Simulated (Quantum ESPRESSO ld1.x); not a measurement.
The numbers below are computed, except where a source is named.
Problem. Coherent X-ray form factor from a spherical all-electron density. Code: ld1.x of Quantum ESPRESSO 7.5. Model: Dirac Kohn-Sham, LDA (Slater exchange, Hedin-Lundqvist correlation), spin-unpolarised, spherical densities, point nucleus.

sin(theta)/lambda (1/angstrom),f0 (electrons)
0.05,31.842
0.1,31.377
0.15,30.640
0.2,29.676
0.25,28.544
0.3,27.303
0.4,24.699
0.5,22.178
0.6,19.881
0.8,15.984
1,12.828
1.25,9.825
1.5,7.826
2,5.827

The species is in the configuration that NIST lists as its ground one. Which atom or ion scatters so?

Solution. The molybdenum ion Mo10+, [Ar] 3d10 4s2 4p2. Extrapolating in s^2 from the first two rows gives f0(0) = 32.0, near the electron count 32; among species with that count, the fall with angle is slower the higher Z, and the table is that of Z = 42; from so few rows the species is fixed only to a neighbour or two.
